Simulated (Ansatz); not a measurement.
Si₅O₁₄H₈, a hydroxylated oxide cluster. Charge 0, multiplicity 3. Geometry PBE-D4/def2-SVP, that of the neutral singlet; atoms count from 1.

Cartesian coordinates in Å:
```
Si -0.2261 -1.9646 0.5032
Si -0.5905 -0.1648 2.0425
Si 0.4005 -3.0402 -1.5560
Si -0.7714 2.0575 2.9363
Si 0.5285 1.3758 -1.7276
O 0.2589 3.1759 2.3444
O 0.2074 2.2193 -0.3058
O -1.7313 2.7578 4.0639
O -0.1044 0.5392 3.4738
O 1.0679 2.4981 -2.8112
O 1.7426 0.2310 -1.4100
O -1.5069 1.1903 1.6178
O -0.8337 0.6171 -2.2733
O 0.6492 -0.5737 0.9534
O -1.3088 -1.6876 1.7788
O 0.6987 -3.3024 0.1448
O -0.8228 -1.8904 -1.0793
O 1.5864 -2.3168 -2.4013
O -0.0854 -4.3852 -2.3530
H 0.5113 3.0088 1.3989
H -0.6889 1.9774 0.0251
H -2.1628 2.1515 4.6905
H 1.2430 2.1634 -3.7063
H 1.7570 0.0585 -0.4389
H -0.9718 -0.3014 -1.9367
H 1.7511 -1.3626 -2.1360
H -0.5977 -5.0321 -1.8381
```

Single mean-field runs in def2-TZVP are fitted with def2-universal-jkfit. In the triplet geometry the species has come apart into loosely held pieces. At PBE0-D4/def2-TZVP a singlet of charge 0 lies 6.94 eV below the triplet at the same geometry.

Question: Estimate the Mulliken populations from the PBE0/def2-TZVP orbitals of Ansatz.

Answer: 
| atom | charge (e) | spin (α − β) |
| --- | --- | --- |
| Si1 | 0.48 | 0.49 |
| Si2 | 0.54 | 0.39 |
| Si3 | 0.68 | 0.05 |
| Si4 | 0.69 | 0.05 |
| Si5 | 0.75 | -0.01 |
| O6 | -0.47 | 0.02 |
| O7 | -0.56 | 0.01 |
| O8 | -0.48 | 0.00 |
| O9 | -0.36 | 0.03 |
| O10 | -0.49 | 0.01 |
| O11 | -0.55 | 0.05 |
| O12 | -0.43 | 0.07 |
| O13 | -0.47 | 0.04 |
| O14 | -0.35 | 0.19 |
| O15 | -0.21 | 0.08 |
| O16 | -0.25 | 0.15 |
| O17 | -0.37 | 0.18 |
| O18 | -0.43 | 0.07 |
| O19 | -0.47 | 0.01 |
| H20 | 0.36 | 0.01 |
| H21 | 0.35 | 0.01 |
| H22 | 0.34 | 0.01 |
| H23 | 0.33 | 0.00 |
| H24 | 0.36 | 0.02 |
| H25 | 0.33 | 0.03 |
| H26 | 0.36 | 0.01 |
| H27 | 0.33 | 0.02 |
Mulliken values depend strongly on the basis.

Question: Where does the spin sit?

Answer: Summed by element: Si 0.97, O 0.91, H 0.12, of 2 unpaired in all. Largest on single atoms: Si1 0.49, Si2 0.39, O14 0.19.

Question: And the Mayer bond orders between heavy atoms (over 0.3)?

Answer: Si1–Si2 0.53 (2.40 Å); Si1–O14 0.93 (1.70 Å); Si1–O15 0.90 (1.70 Å); Si1–O16 0.96 (1.67 Å); Si1–O17 0.94 (1.69 Å); Si2–O9 1.08 (1.67 Å); Si2–O12 1.02 (1.69 Å); Si2–O14 0.92 (1.70 Å); Si2–O15 0.94 (1.70 Å); Si3–O16 0.95 (1.75 Å); Si3–O17 0.89 (1.75 Å); Si3–O18 1.34 (1.63 Å); Si3–O19 1.29 (1.64 Å); Si4–O6 1.34 (1.63 Å); Si4–O8 1.30 (1.64 Å); Si4–O9 0.98 (1.74 Å); Si4–O12 0.92 (1.74 Å); Si5–O7 1.13 (1.68 Å); Si5–O10 1.29 (1.65 Å); Si5–O11 1.03 (1.70 Å); Si5–O13 1.25 (1.65 Å).
